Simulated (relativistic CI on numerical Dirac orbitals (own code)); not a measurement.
# Radial parameters of In XXXIII

These numbers are calculated, not measured: Dirac-Coulomb-Breit CI, KLI orbitals optimised for each configuration, QED by a radiative potential, unscaled Slater integrals (own radial code, finite nucleus).

Slater integrals F^k, G^k are unscaled and averaged over j, outside the closed core [Ne]; ζ comes from projecting the Hamiltonian with its Breit term on Σ l·s of the shell.

- 3s2 3p5: ζ(3p) = 263980 cm⁻¹; <r>(3p) = 0.3064, <r^2>(3p) = 0.1084 (bohr units).
- 3s2 3p4 3d: F^2(3p,3p) = 322930, ζ(3p) = 263610, F^2(3p,3d) = 324410, G^1(3p,3d) = 344410, G^3(3p,3d) = 230810, ζ(3d) = 34331 cm⁻¹; <r>(3p) = 0.3068, <r^2>(3p) = 0.1086, <r>(3d) = 0.2726, <r^2>(3d) = 0.08597 (bohr units).
- 3s 3p5 3d: G^1(3s,3p) = 408460, ζ(3p) = 263480, G^2(3s,3d) = 258010, F^2(3p,3d) = 324170, G^1(3p,3d) = 344310, G^3(3p,3d) = 230700, ζ(3d) = 34567 cm⁻¹; <r>(3s) = 0.3155, <r^2>(3s) = 0.1134, <r>(3p) = 0.307, <r^2>(3p) = 0.1088, <r>(3d) = 0.2729, <r^2>(3d) = 0.08615 (bohr units).

Averages of the first 10 configurations, taken without configuration mixing, which lowers the lowest level and can move excited configurations by several eV; other configurations of the list can lie among them:

```
Configuration  Parity  States  Average energy above the lowest level (eV)
      3s2 3p5     odd       6                                        24.3
       3s 3p6    even       2                                       173.9
   3s2 3p4 3d    even     150                                       192.9
    3s 3p5 3d     odd     120                                       336.5
       3p6 3d    even      10                                       494.1
   3s 3p4 3d2    even    1350                                       504.4
3s2 3p3 3d 4p    even    1200                                      1171.7
       3p6 4s    even       2                                      1253.0
 3s 3p4 3d 4s    even     600                                      1255.5
   3s2 3p4 4s    even      30                                       949.7
```
